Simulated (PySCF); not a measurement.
Compound: C₅H₇NOSe.
SMILES: `Cc1nc[se]c1CO`

Computed with PySCF at CAM-B3LYP/def2-SVPD, non-relativistic, on one gas-phase PBE0-D3(BJ)/def2-SVP geometry that isn't relaxed in the solvent. The solvent is an IEF-PCM continuum (van der Waals radii × 1.2), and excitations are vertical TDDFT with non-equilibrium linear response and a frozen core. The model holds no explicit solvent molecules, cavitation or dispersion. Spin–orbit coupling is left out although an atom past zinc is present.

Gas-phase singlets (H = HOMO, L = LUMO):

```tsv
state	E (eV)	λ (nm)	f	leading configurations
S1	5.044	246	0.009	H-2→L 41%, H-1→L 27%
S2	5.100	243	0.006	H→L+1 69%
S3	5.143	241	0.083	H→L 74%, H-1→L 10%
S4	5.804	214	0.061	H-1→L 43%, H-2→L 35%
S5	5.907	210	0.002	H-1→L+1 48%, H-2→L+1 32%
```

How does the list change in benzene (ε = 2.271)?

```json
{"state": "S1", "E (eV)": "5.047", "λ (nm)": "246", "f": "0.124", "leading configurations": "H→L 82%, H-2→L 9%", "change by rank (eV)": "+0.003"}
{"state": "S2", "E (eV)": "5.125", "λ (nm)": "242", "f": "0.014", "leading configurations": "H→L+1 44%, H-2→L 25%", "change by rank (eV)": "+0.025"}
{"state": "S3", "E (eV)": "5.158", "λ (nm)": "240", "f": "0.006", "leading configurations": "H-2→L 38%, H→L+1 37%", "change by rank (eV)": "+0.015"}
{"state": "S4", "E (eV)": "5.775", "λ (nm)": "215", "f": "0.089", "leading configurations": "H-1→L 63%, H-2→L 20%", "change by rank (eV)": "-0.029"}
{"state": "S5", "E (eV)": "5.962", "λ (nm)": "208", "f": "0.002", "leading configurations": "H-1→L+1 66%, H-2→L+1 15%", "change by rank (eV)": "+0.055"}
```

How does the list change in acetonitrile (ε = 35.69)?

```json
{"state": "S1", "E (eV)": "5.067", "λ (nm)": "245", "f": "0.129", "leading configurations": "H→L 91%", "change by rank (eV)": "+0.023"}
{"state": "S2", "E (eV)": "5.225", "λ (nm)": "237", "f": "0.003", "leading configurations": "H→L+1 55%, H-2→L 25%", "change by rank (eV)": "+0.125"}
{"state": "S3", "E (eV)": "5.266", "λ (nm)": "235", "f": "0.003", "leading configurations": "H-2→L 53%, H→L+1 28%", "change by rank (eV)": "+0.123"}
{"state": "S4", "E (eV)": "5.803", "λ (nm)": "214", "f": "0.079", "leading configurations": "H-1→L 72%, H-2→L 12%", "change by rank (eV)": "-0.001"}
{"state": "S5", "E (eV)": "6.070", "λ (nm)": "204", "f": "0.001", "leading configurations": "H-1→L+1 74%", "change by rank (eV)": "+0.163"}
```

The ground-state energy changes by -0.318 eV from gas to acetonitrile. By how much does the total energy of gas-phase S3 change?

E(S3) = E(S0) + excitation energy, so it changes by -0.318 − 0.076 = -0.394 eV: it is lowered more than the ground state, which is what a red shift means. This is the vertical state, with the slow part of the continuum still set for S0.

How do the frontier levels move from gas to acetonitrile?

```csv
orbital,gas (eV),solvent (eV),change (eV)
LUMO+2,0.92,1.19,+0.27
LUMO+1,0.33,0.63,+0.30
LUMO,-0.06,0.04,+0.10
HOMO,-8.12,-8.01,+0.11
HOMO-1,-9.07,-9.02,+0.05
HOMO-2,-9.18,-9.24,-0.06
HOMO-3,-10.06,-9.94,+0.12
```

The HOMO–LUMO gap goes from 8.06 to 8.05 eV.

Cost: about 80 s of CPU time on one thread; the machine was shared, so the figure is rough. This is the whole response run at CAM-B3LYP/def2-SVPD in acetonitrile, SCF included.

Conformer computed: `[CH3:1][c:2]1[n:3][cH:4][se:5][c:6]1[CH2:7][OH:8]`: Se5–C6–C7–O8 -125°, H–O8–C7–C6 48°.
